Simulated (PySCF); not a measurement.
H2BrF2NSi (SMILES N[Si](F)(F)Br), singlet, at a GFN2-xTB geometry; CASSCF(4,3)/STO-3G run with PySCF.

The PySCF input:
```python
from pyscf import gto, scf, mcscf
import numpy

mol = gto.Mole()
mol.atom = '''
    N     2.061085    0.103192    0.714862
    Si    0.426382    0.474563    0.481255
    F    -0.309245    0.483487    1.884737
    F     0.306158    1.943661   -0.100368
    Br   -0.727582   -0.824745   -0.832212
    H     2.346388   -0.650857    1.313927
    H     2.749823    0.306379    0.012565
'''
mol.basis = 'sto-3g'
mol.charge = 0
mol.spin = 0
mol.verbose = 4
mol.build()

mf = scf.RHF(mol)
mf.kernel()
mc = mcscf.CASSCF(mf, 3, 4)
mc.fix_spin_(ss=0.0)
mc.kernel()
occ = numpy.linalg.eigvalsh(mc.fcisolver.make_rdm1(mc.ci, mc.ncas, mc.nelecas))[::-1]
ss = mc.fcisolver.spin_square(mc.ci, mc.ncas, mc.nelecas)[0]
print('natural occupations', occ.round(4), ' <S^2>', round(ss, 4))
```

What the program printed (banner, timings and long lists left out):

```
PySCF version 2.14.0

[INPUT] verbose = 4
[INPUT] num. atoms = 7
[INPUT] num. electrons = 76
[INPUT] charge = 0
[INPUT] spin (= nelec alpha-beta = 2S) = 0
[INPUT] symmetry False subgroup None
[INPUT] Mole.unit = angstrom
[INPUT] Symbol           X                Y                Z      unit          X                Y                Z       unit  Magmom
[...]
nuclear repulsion = 453.903293199367
number of shells = 24
number of NR pGTOs = 132
number of NR cGTOs = 44
basis = sto-3g
ecp = {}

******** <class 'pyscf.scf.hf.RHF'> ********
method = RHF
initial guess = minao
damping factor = 0
level_shift factor = 0
DIIS = <class 'pyscf.scf.diis.CDIIS'>
diis_start_cycle = 1
diis_space = 8
diis_damp = 0
SCF conv_tol = 1e-09
SCF conv_tol_grad = None
SCF max_cycles = 50
direct_scf = True
direct_scf_tol = 1e-13
Set gradient conv threshold to 3.16228e-05
Initial guess from minao.
init E= -3077.95162634034
[...]
cycle= 1 E= -3081.24099338723  delta_E= -3.29  |g|= 0.515  |ddm|= 3.26
[...]
cycle= 2 E= -3081.3619315948  delta_E= -0.121  |g|=  0.1  |ddm|= 1.05
[...]
cycle= 3 E= -3081.36659478885  delta_E= -0.00466  |g|= 0.0282  |ddm|= 0.186
[...]
cycle= 4 E= -3081.3672099857  delta_E= -0.000615  |g|= 0.00443  |ddm|= 0.0891
[...]
cycle= 5 E= -3081.36722610344  delta_E= -1.61e-05  |g|= 0.000853  |ddm|= 0.0146
[...]
cycle= 6 E= -3081.3672266602  delta_E= -5.57e-07  |g|= 0.000184  |ddm|= 0.00277
[...]
cycle= 7 E= -3081.36722668124  delta_E= -2.1e-08  |g|= 4.53e-05  |ddm|= 0.000474
[...]
cycle= 8 E= -3081.36722668283  delta_E= -1.6e-09  |g|= 9.56e-06  |ddm|= 0.000146
[...]
cycle= 9 E= -3081.36722668291  delta_E= -7.91e-11  |g|= 1.77e-06  |ddm|= 3.4e-05
[...]
Extra cycle  E= -3081.36722668291  delta_E= -1.36e-12  |g|= 7.38e-07  |ddm|= 4.08e-06
converged SCF energy = -3081.36722668291

******** <class 'pyscf.mcscf.mc1step.CASSCF'> ********
CAS (2e+2e, 3o), ncore = 36, nvir = 5
max_cycle_macro = 50
max_cycle_micro = 4
conv_tol = 1e-07
conv_tol_grad = None
orbital rotation max_stepsize = 0.02
orbital rotation threshold for CI restart = 0.01
augmented hessian ah_max_cycle = 30
augmented hessian ah_conv_tol = 1e-12
augmented hessian ah_linear dependence = 1e-14
augmented hessian ah_level shift = 1e-08
augmented hessian ah_start_tol = 2.5
augmented hessian ah_start_cycle = 3
augmented hessian ah_grad_trust_region = 3
kf_trust_region = 3
kf_interval = 4
ci_response_space = 4
ci_grad_trust_region = 3
with_dep4 0
natorb = False
canonicalization = True
sorting_mo_energy = False
[...]
CASCI E = -3081.36786129261  S^2 = 0.0000000
[...]
macro iter  25 (  7 JK    2 micro), CASSCF E = -3081.37559021521  dE = -1.90407447e-04  S^2 = 0.0000000
               |grad[o]|=0.00402  |grad[c]|=0.00276  |ddm|=0.00398  |maxRot[o]|=0.0698
macro iter  26 (  7 JK    2 micro), CASSCF E = -3081.37577331563  dE = -1.83100416e-04  S^2 = 0.0000000
               |grad[o]|=0.00505  |grad[c]|=0.00389  |ddm|=0.00487  |maxRot[o]|=0.0699
macro iter  27 ( 21 JK    4 micro), CASSCF E = -3081.37580048891  dE = -2.71732765e-05  S^2 = 0.0000000
               |grad[o]|=0.00438  |grad[c]|=0.00462  |ddm|=0.0195  |maxRot[o]|=0.124
macro iter  28 ( 17 JK    4 micro), CASSCF E = -3081.37580255024  dE = -2.06133745e-06  S^2 = 0.0000000
               |grad[o]|=0.00337  |grad[c]|=0.00451  |ddm|=0.0126  |maxRot[o]|=0.109
macro iter  29 ( 16 JK    4 micro), CASSCF E = -3081.37573539075  dE =  6.71594967e-05  S^2 = 0.0000000
               |grad[o]|=0.00293  |grad[c]|=0.00378  |ddm|=0.00459  |maxRot[o]|=0.0724
macro iter  30 ( 21 JK    4 micro), CASSCF E = -3081.37577828570  dE = -4.28949488e-05  S^2 = 0.0000000
               |grad[o]|=0.002  |grad[c]|=0.000589  |ddm|=0.000839  |maxRot[o]|=0.0438
macro iter  31 (  7 JK    2 micro), CASSCF E = -3081.37584317307  dE = -6.48873770e-05  S^2 = 0.0000000
               |grad[o]|=0.00145  |grad[c]|=0.00135  |ddm|=0.00167  |maxRot[o]|=0.0369
macro iter  32 (  6 JK    2 micro), CASSCF E = -3081.37587269200  dE = -2.95189266e-05  S^2 = 0.0000000
               |grad[o]|=0.000954  |grad[c]|=0.000394  |ddm|=0.00203  |maxRot[o]|=0.037
macro iter  33 (  5 JK    2 micro), CASSCF E = -3081.37588168693  dE = -8.99493170e-06  S^2 = 0.0000000
               |grad[o]|=0.000456  |grad[c]|=0.000324  |ddm|=0.0012  |maxRot[o]|=0.0247
macro iter  34 (  6 JK    2 micro), CASSCF E = -3081.37588377936  dE = -2.09242808e-06  S^2 = 0.0000000
               |grad[o]|=0.000166  |grad[c]|=4.61e-05  |ddm|=0.00114  |maxRot[o]|=0.0266
macro iter  35 (  6 JK    2 micro), CASSCF E = -3081.37588372786  dE =  5.14992280e-08  S^2 = 0.0000000
               |grad[o]|=0.000206  |grad[c]|=0.000119  |ddm|=8.84e-05  |maxRot[o]|=0.00393
1-step CASSCF converged in  35 macro (378 JK  93 micro) steps
CASSCF canonicalization
Density matrix diagonal elements [1.99838549 1.98598377 0.01563073]
CASSCF energy = -3081.37588372786
CASCI E = -3081.37588372786  E(CI) = -3.84564669593101  S^2 = 0.0000000
natural occupations [1.9984 1.9862 0.0154]  <S^2> 0.0
```
